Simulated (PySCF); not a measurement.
A geometry optimisation on `C#C/C1=C\CCCCCC1`.

Computed with PBE0-D3(BJ)/def2-SVP geometry optimisation, gas phase (PySCF 2.14.0). Start geometry: GFN2-xTB. A driver script takes a list of jobs; this job's settings line and coordinates (Å) are shown.

Input:
```
{"job": {"xc": "PBE0", "basis": "def2-SVP", "d3": "d3bj", "grid": 2, "kind": "geom"}, "charge": 0, "multiplicity": 1}
C      2.308831     1.271120    -1.904219
C      1.703728     1.014740    -0.897938
C      1.011156     0.812820     0.317600
C      0.995990    -0.361055     0.960142
C      1.229251    -1.646163     0.255713
C     -0.176340    -2.062453    -0.244853
C     -0.951750    -0.936144    -0.951977
C     -1.690511     0.070375    -0.033717
C     -1.238612     1.539346    -0.124999
C      0.027933     1.875871     0.695638
H      2.839155     1.469045    -2.787391
H      0.506817    -0.426713     1.923139
H      1.895054    -1.504725    -0.596464
H      1.633050    -2.426752     0.901989
H     -0.059640    -2.896520    -0.940843
H     -0.764094    -2.421312     0.603468
H     -1.697224    -1.417861    -1.589466
H     -0.270085    -0.401591    -1.614307
H     -1.627026    -0.257223     1.004413
H     -2.750397     0.051566    -0.299940
H     -1.053061     1.787296    -1.172289
H     -2.054123     2.177011     0.225732
H      0.369362     2.881845     0.447544
H     -0.199200     1.827239     1.761720
```

Output:
```
step   0  E = -388.66189985  max force = 0.017456
step   1  E = -388.66559748  max force = 0.003234
step   2  E = -388.66566483  max force = 0.001099
step   3  E = -388.66568418  max force = 0.001476
step   4  E = -388.66570365  max force = 0.000416
step   5  E = -388.66571794  max force = 0.000458
step   6  E = -388.66572328  max force = 0.000338
optimisation converged
```

Energies in Eh; «max force» is the largest Cartesian gradient component in Eh/bohr.

How much energy does the optimisation release, in kcal/mol?

E(step 0) − E(last step) = 0.003823 Eh, which is 2.4 kcal/mol.

Give the first gradient maximum in eV/Å.

With 1 Eh/bohr = 51.422 eV/Å, 0.898 eV/Å.

Summary of the converged run: final energy -388.66572 Eh after 6 steps; dipole 1.07 D.

Where do the atoms end?

0.058 Å rms from the input after alignment:
```
atom  x, y, z in Å
C1     2.9115    1.9893   -2.0003
C2     2.3312    1.7550   -0.9583
C3     1.6452    1.5492    0.2773
C4     1.6222    0.3482    0.8933
C5     1.8371   -0.9341    0.1817
C6     0.4305   -1.3561   -0.3130
C7    -0.3863   -0.2590   -1.0182
C8    -1.1225    0.7888   -0.1383
C9    -0.6450    2.2507   -0.1790
C10    0.6111    2.5694    0.6591
H11    3.4308    2.1879   -2.9194
H12    1.0756    0.2914    1.8426
H13    2.5080   -0.7916   -0.6797
H14    2.2595   -1.7275    0.8184
H15    0.5476   -2.2133   -0.9976
H16   -0.1517   -1.7356    0.5459
H17   -1.1482   -0.7799   -1.6204
H18    0.2564    0.2558   -1.7521
H19   -1.1478    0.4432    0.9105
H20   -2.1790    0.8020   -0.4523
H21   -0.4512    2.5338   -1.2283
H22   -1.4664    2.9028    0.1636
H23    0.9376    3.6050    0.4784
H24    0.3745    2.4690    1.7310
```

Hardware: one thread of an Arm Neoverse V2, shared host with 96 logical CPUs at a one-minute load of 50. Cost: 3.1 min wall, 1.1 GiB resident at most.
Labels such as C1 count atoms from 1, the log's own numbers from 0.
